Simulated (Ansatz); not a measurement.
Geometry optimisation, RKS B3LYP-D4/def2-TZVP (Ansatz 0.2.0).

Input:

```yaml
crystal:
  periodic: [false, false, false]
  atoms:
    - { symbol: B, position_ang: [-0.48734, -0.14326, -1.2839] }
    - { symbol: C, position_ang: [-0.70667, -0.53924, 0.01668] }
    - { symbol: As, position_ang: [0.78706, -0.15441, 1.25115] }
    - { symbol: H, position_ang: [-0.17644, 0.22651, -2.32494] }
    - { symbol: H, position_ang: [-1.5045, -1.06634, 0.51609] }
    - { symbol: H, position_ang: [0.11758, -0.6749, 2.50823] }
    - { symbol: H, position_ang: [1.47495, -1.48237, 1.11126] }
basis:
  gaussian: { orbitals: def2-TZVP }
hamiltonian:
  xc: b3lyp
  dispersion: d4
relax:
  f_tol: 0.015
  max_steps: 40
```

Command:

```bash
$ ansatz run input.yaml --threads 2 --pin off --max-ram 3072MiB --backend cpu --events-out ev --progress --plain --runs-dir out
```

Q: Where does it end, and by what steps?

A: It converged. After 11 steps the energy has fallen by 0.136 eV; H6 moved furthest, 0.60 Å.

| step | energy less start (eV) | largest force component (eV/Å) | accepted |
| --- | --- | --- | --- |
| 0 | 0.0000 | 1.179 | yes |
| 1 | -0.0418 | 0.275 | yes |
| 2 | -0.0611 | 0.160 | yes |
| 3 | -0.1039 | 0.192 | yes |
| 4 | -0.1228 | 0.256 | yes |
| 5 | -0.1323 | 0.084 | yes |
| 6 | -0.1332 | 0.051 | yes |
| 7 | -0.1344 | 0.030 | yes |
| 8 | -0.1328 | 0.095 | no |
| 9 | -0.1352 | 0.025 | yes |
| 10 | -0.1355 | 0.028 | yes |
| 11 | -0.1355 | 0.002 | yes |

```xyz
7
Properties=species:S:1:pos:R:3
B -0.528 -0.052 -1.217
C -0.623 -0.756 -0.049
As 0.940 -0.311 1.081
H -0.358 0.590 -2.179
H -1.347 -1.458 0.333
H 0.145 -0.093 2.368
H 1.275 -1.754 1.459
```

The run took 23 s on 2 threads of Intel(R) Xeon(R) Platinum 8488C (Sapphire Rapids) (shared host), peak memory 0.28 GiB.
